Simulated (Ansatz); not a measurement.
Input for Ansatz (a first-principles code): R-CCSD(T)/cc-pV(D+d)Z on SiH4 (SMILES [SiH4]). The basis file is the Basis Set Exchange's JSON of that set.

Ansatz 0.2 input:
```yaml
crystal:
  periodic: [false, false, false]
  atoms:
    - {symbol: Si, position_ang: [0.00000000, -0.00000000, -0.00000000]}
    - {symbol: H, position_ang: [0.85467615, 0.85467615, 0.85467615]}
    - {symbol: H, position_ang: [-0.85467615, -0.85467615, 0.85467615]}
    - {symbol: H, position_ang: [-0.85467615, 0.85467615, -0.85467615]}
    - {symbol: H, position_ang: [0.85467615, -0.85467615, -0.85467615]}
basis:
  gaussian:
    orbitals: cc-pV_D+d_Z.json
magnetization: {spin_polarized: false}
correlation: {method: ccsd_t, electrons: outside_noble_gas}
scf: {lower_state_search: off}
```

### Question
What total energy does the run end on?

### Answer
-291.3998 hartree (reference determinant -291.2500, T1 diagnostic 0.010).
